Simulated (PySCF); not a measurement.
# EPR parameters of C3H6NSSi

Compound: C3H6NSSi (doublet state).
Numbering: `[CH2:1]=[CH:2]/[CH:3]=[N:4]/[SiH:5][SH:6]` (hydrogens: H7, H8 on C1; H9 on C2; H10 on C3; H11 on Si5; H12 on S6)

Cartesian coordinates in Å at the GFN2-xTB level; atoms count from 1:
```xyz
12
C3H6NSSi angstrom
C     -2.7696    0.1237   -0.0687
C     -1.4646    0.4249   -0.2534
C     -0.4036   -0.4137    0.1232
N      0.8547   -0.0411   -0.0949
Si     2.3536   -0.6361    0.1530
S      3.8422    0.7135   -0.5689
H     -3.5524    0.7938   -0.3734
H     -3.0702   -0.8025    0.3904
H     -1.1915    1.3634   -0.7166
H     -0.6371   -1.3655    0.5916
H      3.0528   -1.7822    0.6956
H      2.9869    1.6212   -1.0069
```

The hyperfine couplings belong to this conformer and change with its torsions.

Method used: UKS B3LYP, pcH-1 on C H N S Si, non-relativistic, mean-field spin-orbit, GIAO in PySCF 2.14.0. Geometry: GFN2-xTB, one conformer, isolated molecule. A GFN2-xTB geometry isn't a minimum of the functional, and hyperfine couplings can be far from their values at a DFT geometry, by a factor of two or more for some ions and for spin on atoms past the first row. The SCF solution wasn't tested for stability. ⟨S²⟩ is 0.781 where a pure state has 0.75.

```json
{"g1, g2, g3": "2.00204, 2.00302, 2.00723", "g_iso": "2.00409", "Form of g": "rhombic: the two nearest values differ by 19 % of g3 − g1", "⟨S²⟩": "0.7806 (exact 0.7500)", "α and β electrons": "31, 30", "Total energy": "-860.34845 Eh", "Basis functions": "230"}
```

Hyperfine couplings atom by atom, in MHz; T1 to T3 are the principal values of the dipolar part:

```csv
atom,isotope,a_iso,of which spin–orbit,T1,T2,T3,Mulliken spin population
C1,13C,33.2,0.0,-31.4,-30.0,61.4,0.41
C2,13C,-33.1,0.0,-20.8,8.7,12.1,-0.18
C3,13C,43.2,-0.1,-36.9,-35.8,72.7,0.43
N4,14N,-8.4,0.0,-9.0,3.0,6.0,-0.15
Si5,29Si,-97.9,0.5,-108.3,53.2,55.1,0.51
S6,33S,5.9,-0.1,-10.3,-7.7,18.0,0.05
H7,1H,-26.1,0.0,-15.3,-0.1,15.4,-0.02
H8,1H,-24.4,0.0,-12.7,-1.0,13.7,-0.02
H9,1H,8.8,0.0,-3.1,-1.6,4.8,0.01
H10,1H,-28.6,0.0,-13.3,-1.8,15.2,-0.02
H11,1H,-27.3,0.0,-6.8,2.2,4.6,-0.02
H12,1H,-3.1,0.0,-1.0,-0.8,1.8,0.00
```

The Mulliken spin populations are largest on Si5 (+0.51), C3 (+0.43), C1 (+0.41) and C2 (-0.18). Three atoms exceed +0.15. The positive populations add up to 1.41 and the negative ones to -0.41, together 2S = 1. The angles at Si5 add up to 360.0°, so it is planar; its axial dipolar tensor and the negative coupling of its proton fit spin in a p orbital normal to that plane.

Si5, the radical centre as drawn in `C=C/C=N/[SiH]S`, holds a spin population of +0.51 out of 1.

Axes: g1 is normal to the molecular plane, g2 points within 12° of the Si5–S6 bond and g3 points within 9° of the C2–C3 bond.

Under fast tumbling the dipolar parts average out, and these isotropic splittings remain (the largest six): 1 × 1H (H10, I = 1/2, 2 lines) with 1.02 mT, 1 × 1H (H11, I = 1/2, 2 lines) with 0.97 mT, 1 × 1H (H7, I = 1/2, 2 lines) with 0.93 mT, 1 × 1H (H8, I = 1/2, 2 lines) with 0.87 mT, 1 × 1H (H9, I = 1/2, 2 lines) with 0.32 mT and 1 × 14N (N4, I = 1, 3 lines) with 0.30 mT.

The 13C coupling of C3 (43.2 MHz) shows only in satellite lines or after enrichment, since that isotope makes up about 1.07 % of natural carbon.

The 29Si coupling of Si5 (-97.9 MHz) shows only in satellite lines or after enrichment, since that isotope makes up about 4.7 % of natural silicon.
